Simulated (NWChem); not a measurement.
Program: NWChem. System: CH₄OSi, charge 1, spin multiplicity 2, at the geometry of a parent with another charge or spin, in a state set for the comparison that need not be this species' ground state. Its SCF solution wasn't tested for a lower state. Level: UPBE/def2-TZVPD.

Input file:

```
start mol
memory heap 200 mb stack 900 mb global 1100 mb
charge 1
geometry units angstroms nocenter noautoz noautosym
  Si     0.038227    -0.127310     0.657893
  C      0.416846     1.367602    -0.446632
  H      0.047878     2.300493     0.012478
  H      0.008826     1.264390    -1.464281
  H      1.515617     1.475607    -0.518423
  O     -0.485386    -1.176993    -0.544149
  H     -0.725485    -2.047822    -0.207293
end
basis spherical
  * library def2-tzvpd
end
dft
  xc xpbe96 cpbe96
  odft
  mult 2
  semidirect memsize 60000000 filesize 0
  iterations 100
end
task dft energy
```

Output (cleaned and shortened):

```
             Northwest Computational Chemistry Package (NWChem) 7.3.0
             --------------------------------------------------------

                                NWChem Input Module
                                -------------------

 Scaling coordinates for geometry "geometry" by  1.889725989
 (inverse scale =  0.529177249)

                             Geometry "geometry" -> ""
                             -------------------------

 Output coordinates in angstroms (scale by  1.889725989 to convert to a.u.)

  No.       Tag          Charge          X              Y              Z
 ---- ---------------- ---------- -------------- -------------- --------------
    1 Si                  14.0000     0.03822700    -0.12731000     0.65789300
    2 C                    6.0000     0.41684600     1.36760200    -0.44663200
    3 H                    1.0000     0.04787800     2.30049300     0.01247800
    4 H                    1.0000     0.00882600     1.26439000    -1.46428100
    5 H                    1.0000     1.51561700     1.47560700    -0.51842300
    6 O                    8.0000    -0.48538600    -1.17699300    -0.54414900
    7 H                    1.0000    -0.72548500    -2.04782200    -0.20729300

 Effective nuclear repulsion energy (a.u.)      99.5283893449

            Nuclear Dipole moment (a.u.)
            ----------------------------
        X                 Y               Z
 ---------------- ---------------- ----------------
     0.0000037795    -0.0000075589    -0.0000018897


 Summary of "ao basis" -> "" (spherical)
 ------------------------------------------------------------------------------
       Tag                 Description            Shells   Functions and Types
 ---------------- ------------------------------  ------  ---------------------
 *                         def2-tzvpd                 on all atoms

  pbe96 is a nonlocal functional; adding pw91lda local functional.

                                 NWChem DFT Module
                                 -----------------

 Summary of "ao basis" -> "ao basis" (spherical)
 ------------------------------------------------------------------------------
       Tag                 Description            Shells   Functions and Types
 ---------------- ------------------------------  ------  ---------------------
 Si                        def2-tzvpd               15       43   6s5p3d1f
 C                         def2-tzvpd               13       37   6s3p3d1f
 H                         def2-tzvpd                5        9   3s2p
 O                         def2-tzvpd               14       40   6s4p3d1f

 Summary of "ao basis" -> "ao basis" (spherical)
 ------------------------------------------------------------------------------
       Tag                 Description            Shells   Functions and Types
 ---------------- ------------------------------  ------  ---------------------
 Si                        def2-tzvpd               15       43   6s5p3d1f
 C                         def2-tzvpd               13       37   6s3p3d1f
 H                         def2-tzvpd                5        9   3s2p
 O                         def2-tzvpd               14       40   6s4p3d1f

            General Information
            -------------------
          SCF calculation type: DFT
          Wavefunction type:  spin polarized.
          No. of atoms     :     7
          No. of electrons :    31
           Alpha electrons :    16
            Beta electrons :    15
[...]
              MO Center=  5.1D-02, -6.8D-02,  6.0D-01, r^2= 2.5D+00
   Bfn.  Coefficient  Atom+Function         Bfn.  Coefficient  Atom+Function
  ----- ------------  ---------------      ----- ------------  ---------------
    16      0.534401  1 Si px                19      0.342261  1 Si px
    83      0.262808  3 H  s                101     -0.209385  5 H  s
    13      0.182728  1 Si px                17     -0.183148  1 Si py
   114     -0.174474  6 O  px                 7     -0.171531  1 Si px
   117     -0.150140  6 O  px                20     -0.130280  1 Si py

 Vector   18  Occ=0.000000D+00  E=-2.319184D-01
              MO Center= -5.5D-02, -4.5D-01,  6.8D-01, r^2= 4.2D+00
   Bfn.  Coefficient  Atom+Function         Bfn.  Coefficient  Atom+Function
  ----- ------------  ---------------      ----- ------------  ---------------
    92      0.310766  4 H  s                 17      0.301035  1 Si py
    21      0.277024  1 Si pz                 5     -0.260508  1 Si s
    20      0.257382  1 Si py               112      0.229676  6 O  s
   111      0.202749  6 O  s                 18      0.190153  1 Si pz
   113     -0.179226  6 O  s                 48      0.166064  2 C  s

   alpha - beta orbital overlaps
   -----------------------------

   alpha      1      2      3      4      5      6      7      8      9     10
    beta      1      2      3      4      5      7      6      8      9     10
 overlap   1.000  1.000  1.000  1.000  1.000  0.869  0.869  1.000  1.000  0.997

   alpha     11     12     13     14     15     16     17     18     19     20
    beta     11     12     13     14     15     16     17     18     19     20
 overlap   0.988  0.996  0.961  0.962  0.999  0.991  0.996  0.989  0.968  0.966

   alpha     21     22     23     24     25     26     27     28     29     30
    beta     21     22     23     24     25     26     27     28     29     30
 overlap   0.965  0.981  0.977  0.964  0.786  0.759  0.836  0.831  0.970  0.968

   alpha     31     32     33     34     35     36     37     38     39     40
    beta     31     32     33     34     35     36     37     38     39     41
 overlap   0.982  0.978  0.986  0.981  0.953  0.821  0.760  0.896  0.859  0.703

   alpha     41     42     43     44     45     46     47     48     49     50
    beta     40     42     43     44     45     46     47     48     49     51
 overlap   0.736  0.960  0.987  0.948  0.962  0.966  0.958  0.972  0.959  0.750

   alpha     51     52     53     54     55     56     57     58     59     60
    beta     50     52     53     54     56     55     57     58     59     60
 overlap   0.760  0.969  0.776  0.779  0.822  0.828  0.997  0.986  0.983  0.991

   alpha     61     62     63     64     65     66     67     68     69     70
    beta     61     62     63     64     65     66     67     68     69     70
 overlap   0.966  0.969  0.989  0.994  0.993  0.986  0.980  0.977  0.995  0.877

   alpha     71     72     73     74     75     76     77     78     79     80
    beta     71     72     73     74     75     76     77     78     79     80
 overlap   0.852  0.941  0.960  0.999  0.996  0.998  0.992  0.989  0.987  0.987

   alpha     81     82     83     84     85     86     87     88     89     90
    beta     81     82     83     84     85     86     87     88     89     90
 overlap   0.983  0.950  0.937  0.970  0.986  0.990  0.984  0.975  0.993  0.980

   alpha     91     92     93     94     95     96     97     98     99    100
    beta     91     92     93     94     95     97     96     98     99    100
 overlap   0.991  0.999  0.996  0.724  0.724  0.871  0.902  0.967  0.999  0.972

   alpha    101    102    103    104    105    106    107    108    109    110
    beta    101    102    103    104    105    106    107    108    109    110
 overlap   0.976  0.929  0.974  0.993  0.994  0.994  1.000  0.997  0.998  0.999

   alpha    111    112    113    114    115    116    117    118    119    120
    beta    111    112    113    114    115    116    117    118    119    120
 overlap   1.000  0.999  0.998  0.998  0.999  0.996  0.996  0.999  0.999  1.000

   alpha    121    122    123    124    125    126    127    128    129    130
    beta    121    122    123    124    125    126    127    128    129    130
 overlap   1.000  0.998  0.998  1.000  1.000  0.999  0.997  0.994  0.988  0.990

   alpha    131    132    133    134    135    136    137    138    139    140
    beta    131    132    133    134    135    136    137    138    139    140
 overlap   1.000  0.996  0.996  0.999  1.000  0.999  0.999  1.000  1.000  1.000

   alpha    141    142    143    144    145    146    147    148    149    150
    beta    141    142    143    144    145    146    147    148    149    150
 overlap   1.000  1.000  1.000  1.000  1.000  1.000  0.805  0.803  0.996  0.999

   alpha    151    152    153    154    155    156
    beta    151    152    153    154    155    156
 overlap   0.999  1.000  1.000  1.000  1.000  1.000

     --------------------------
     Expectation value of S2:
     --------------------------
      <S2> =      0.7532 (Exact =     0.7500)

 center of mass
 --------------
 x =  -0.02641122 y =  -0.09323201 z =   0.06765086

 moments of inertia (a.u.)
 ------------------
         285.371951193292         -70.259788614937          -7.397015845431
         -70.259788614937         108.445380223135           5.367616651743
          -7.397015845431           5.367616651743         239.281556744895

     Multipole analysis of the density
     ---------------------------------

     L   x y z        total         alpha         beta         nuclear
     -   - - -        -----         -----         ----         -------
     0   0 0 0      1.000000    -16.000000    -15.000000     32.000000

     1   1 0 0      0.130154     -0.014134      0.144284      0.000004
     1   0 1 0     -0.016198      0.031113     -0.047304     -0.000008
     1   0 0 1      0.819895     -0.272765      1.092663     -0.000002

     2   2 0 0    -14.896800    -18.451693    -17.063046     20.617939
     2   1 1 0      2.010552    -20.255096    -19.751966     42.017615
     2   1 0 1     -0.460004     -1.587961     -1.372998      2.500954
     2   0 2 0     -9.235679    -70.105539    -66.950540    127.820399
     2   0 1 1     -1.580408      3.259197      1.863310     -6.702915
     2   0 0 2    -14.682713    -32.007518    -25.817929     43.142735

 Task  times  cpu:       32.9s     wall:       32.9s

 Total times  cpu:       32.9s     wall:       32.9s
```
